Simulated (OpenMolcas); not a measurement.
**Multiconfigurational calculation on Br5+**

Input:

```
&GATEWAY
Coord
1

Br 0.0 0.0 0.0
Basis=ANO-RCC-VDZP
Group=XYZ
NoMove
AngMom=0.0 0.0 0.0
AMFI
&SEWARD
Relativistic=R03O02
&RASSCF
FileOrb=start.orb
Symmetry=1
Spin=3
nActEl=2 0 0
Inactive=8 6
Ras2=1 3
CIRoot=3 3 1
SDav=3
CIMx=300
Iter=120 100
PrWF=0.3
OrbListing=Nothing
MaxOrb=0
Atom
>>> COPY $Project.JobIph JOBPRE
&RASSCF
FileOrb=start.orb
Symmetry=1
Spin=3
nActEl=2 0 0
Inactive=8 6
Ras2=2 6
CIRoot=3 3 1
SDav=16
CIMx=300
Iter=120 100
PrWF=0.3
OrbListing=Nothing
MaxOrb=0
Atom
>>> COPY $Project.JobIph JOB001
&RASSCF
FileOrb=start.orb
Symmetry=1
Spin=1
nActEl=2 0 0
Inactive=8 6
Ras2=2 6
CIRoot=7 7 1
SDav=24
CIMx=300
Iter=120 100
PrWF=0.3
OrbListing=Nothing
MaxOrb=0
Atom
>>> COPY $Project.JobIph JOB002
&RASSCF
FileOrb=start.orb
Symmetry=2
Spin=3
nActEl=2 0 0
Inactive=8 6
Ras2=2 6
CIRoot=3 3 1
SDav=12
CIMx=300
Iter=120 100
PrWF=0.3
OrbListing=Nothing
MaxOrb=0
Atom
>>> COPY $Project.JobIph JOB003
&RASSCF
FileOrb=start.orb
Symmetry=2
Spin=1
nActEl=2 0 0
Inactive=8 6
Ras2=2 6
CIRoot=3 3 1
SDav=12
CIMx=300
Iter=120 100
PrWF=0.3
OrbListing=Nothing
MaxOrb=0
Atom
>>> COPY $Project.JobIph JOB004
&RASSI
NrOfJobIphs=4 3 7 3 3
1 2 3
1 2 3 4 5 6 7
1 2 3
1 2 3
IphNames
JOB001
JOB002
JOB003
JOB004
EJob
SpinOrbit
DIPRint=1.0
SOCoupling=1000.0
Subsets=2
MEES
Property=10
'ANGMOM' 1 'ANGMOM' 2 'ANGMOM' 3 'MLTPL  1' 1 'MLTPL  1' 2 'MLTPL  1' 3
'AMFI' 1 'AMFI' 2 'AMFI' 3 'MLTPL  2' 6
SOProperty=3
'ANGMOM' 1 'ANGMOM' 2 'ANGMOM' 3
```

Launched by
```bash
OMP_NUM_THREADS=1 MOLCAS_MEM=2252 MOLCAS_PROJECT=a pymolcas a.inp > a.log  # once for each step of the input, in one work folder
```

A driver script runs the steps one by one and writes start.orb anew before each from the orbitals found so far.

Output, cut to the results:

```
--- SEWARD ---
Basis set label: BR.ANO-RCC...5S4P2D.

      Electronic valence basis set:
      ------------------
      Associated Effective Charge  35.000000 au
      Associated Actual Charge     35.000000 au
      Nuclear Model: Point charge

      Shell  nPrim  nBasis  Cartesian Spherical Contaminant
         s      20       5        X
         p      17       4        X
         d      11       2                 X
Relativistic=R03O02
                  Relativistic Douglas-Kroll-Hess integrals:
                    - DKH order of Hamiltonian: 3
                    - DKH order of Properties : 2
--- RASSCF ---
Wave function specifications:
      -----------------------------

      Number of closed shell electrons          28
      Number of electrons in active shells       2
      Max number of holes in RAS1 space          0
      Max nr of electrons in RAS3 space          0
      Number of inactive orbitals               14
      Number of active orbitals                  8
      Number of secondary orbitals               5
      Spin quantum number                      1.0
      State symmetry                             1
Orbital specifications:
      -----------------------

      Symmetry species                           1   2
                                                ag  au
      Frozen orbitals                            0   0
      Inactive orbitals                          8   6
      Active orbitals                            2   6
      RAS1 orbitals                              0   0
      RAS2 orbitals                              2   6
      RAS3 orbitals                              0   0
      Secondary orbitals                         5   0
      Deleted orbitals                           0   0
      Number of basis functions                 15  12
      Number of CSFs                            16
      Number of root(s) required                 3
      Iter CI   SX   CI       RASSCF       Energy    max ROT     max BLB   max BLB  Level Ln srch  Step   QN
          iter iter root      energy       change     param      element    value   shift minimum  type update
 Nr of preliminary CI iterations:   1
 ###############################################################################
 ###############################################################################
 ###                                                                         ###
 ###                                                                         ###
 ###    WARNING: Problems in orbital optimization.                           ###
 ###                                                                         ###
 ###                                                                         ###
 ###############################################################################
 ###############################################################################
  Warning: In symmetry  1, orbital p=   9 has diagonal density matrix element D(p,p) close to zero. D(p,p)=  6.160341E-28
  Warning: In symmetry  1, orbital p=  10 has diagonal density matrix element D(p,p) close to zero. D(p,p)=  6.160341E-28
        ...
 ###############################################################################
  Warning: In symmetry  1, orbital p=   9 has diagonal density matrix element D(p,p) close to zero. D(p,p)=  1.807003E-28
  Warning: In symmetry  1, orbital p=  10 has diagonal density matrix element D(p,p) close to zero. D(p,p)=  1.807003E-28
        4   1    1    0  -597.13415257    2.27E-12   0.00E+00    3   9 1 -7.72E-09   0.00   0.00    SX    NO
      Convergence after  4 iterations
        5   1    1    0  -597.13415257    1.82E-12   0.00E+00    3   9 1 -7.72E-09   0.00   0.00    SX    NO
      Natural orbitals and occupation numbers for root  1
      sym 1:   0.000000   0.000000
      sym 2:   0.999987  -0.000000   0.999987   0.000013   0.000000   0.000013
      Natural orbitals and occupation numbers for root  2
      sym 1:   0.000000   0.000000
      sym 2:   0.999987   0.999987   0.000000  -0.000000   0.000013   0.000013
      Natural orbitals and occupation numbers for root  3
      sym 1:   0.000000   0.000000
      sym 2:   0.000000   0.999987   0.999987   0.000013   0.000013   0.000000
::    RASSCF root number  1 Total energy:  -2597.13415257
::    RASSCF root number  2 Total energy:  -2597.13415257
::    RASSCF root number  3 Total energy:  -2597.13415257
--- RASSCF ---
Wave function specifications:
...
--- RASSI ---
SPIN-FREE ENERGIES:
  (Shifted by EMIN (a.u.) =      -2598.2875073137)

 SF State       Relative EMIN(au)   Rel lowest level(eV)    D:o, cm**(-1)      L_eff

     4             0.0000000000        0.0000000000              0.0000         0.0
    11             0.4932161251       13.4210944833         108248.4272         1.0
    12             0.4932161251       13.4210944833         108248.4272         1.0
    13             0.4932161251       13.4210944833         108248.4272         1.0
    14             0.7421383630       20.1946136449         162880.5437         1.0
    15             0.7421383630       20.1946136449         162880.5437         1.0
    16             0.7421383630       20.1946136449         162880.5437         1.0
     2             1.1533547461       31.3843814737         253132.1077         1.0
     3             1.1533547461       31.3843814737         253132.1077         1.0
     1             1.1533547461       31.3843814737         253132.1077         1.0
     8             1.2209126219       33.2227249262         267959.3476         2.0
     9             1.2209126219       33.2227249262         267959.3476         2.0
     5             1.2209126219       33.2227249262         267959.3476         2.0
     6             1.2209126219       33.2227249262         267959.3476         2.0
     7             1.2209126219       33.2227249262         267959.3476         2.0
    10             1.3564764940       36.9116058105         297712.1785         0.0
     Dipole printing threshold changed to   1.00000000E+00

++ Dipole transition strengths (spin-free states):
   -----------------------------------------------
     for osc. strength at least  1.00000000E+00

  ( Max oscillator strength is only   0.65193820029018967      )
--
Eigenvalues of complex Hamiltonian:
   -----------------------------------
  (Shifted by EMIN (a.u.) =      -2598.2875073137)

...
```

Levels above the lowest, from the spin-orbit matrix, grouped by J:

```json
{"Configuration": "4s2", "Term": "1S", "J": "0", "E (cm-1)": "0.0", "Measured (cm-1)": "0.0", "Term weight %": "100"}
{"Configuration": "4s 4p", "Term": "3P*", "J": "0", "E (cm-1)": "104762", "Measured (cm-1)": "104316", "Term weight %": "100"}
{"Configuration": "4s 4p", "Term": "3P*", "J": "1", "E (cm-1)": "106403", "Measured (cm-1)": "106431", "Term weight %": "100"}
{"Configuration": "4s 4p", "Term": "3P*", "J": "2", "E (cm-1)": "109995", "Measured (cm-1)": "111336", "Term weight %": "100"}
{"Configuration": "4s 4p", "Term": "1P*", "J": "1", "E (cm-1)": "162987", "Measured (cm-1)": "151274", "Term weight %": "100"}
{"Configuration": "4p2", "Term": "3P", "J": "0", "E (cm-1)": "249231", "Measured (cm-1)": "244136", "Term weight %": "99"}
{"Configuration": "4p2", "Term": "3P", "J": "1", "E (cm-1)": "251415", "Measured (cm-1)": "247406", "Term weight %": "100"}
{"Configuration": "4p2", "Term": "3P", "J": "2", "E (cm-1)": "254417", "Measured (cm-1)": "253892", "Term weight %": "97"}
{"Configuration": "4p2", "Term": "1D", "J": "2", "E (cm-1)": "268399", "Measured (cm-1)": "", "Term weight %": "97"}
```

Against the 7 measured excited levels shown (Moore, Atomic Energy Levels, vol. II, NSRDS-NBS 35 (1971 reprint of NBS Circular 467, 1952)) the mean absolute deviation is 3300 cm-1; the largest miss in energy is 4s 4p 1P* 1: computed 162987, measured 151274 cm-1 (+7.7 %).

Active for correlation alone: 5p 5s; no level in the range computed is led by a configuration that fills them, so any true level of that kind is missing. The ¹D term of p² mixes with s d, which this space lacks. The basis is small and was not contracted for so high a charge. Computed and measured levels are paired by configuration, term and J; levels that our copy of the source lacks, or whose pairing is in doubt (as where it misses far off the trend of its configuration), stay unpaired and out of the deviations. Levels of configurations outside the active space are missing. The first state left out of the spin-orbit step lies near 360000 cm-1 above the lowest spin-free state of the reference (among the parities and spins computed), and the list stops at four fifths of that energy or lower.

The term weight is that of the spin-free term in the level, not the purity of its configuration. * marks odd parity.
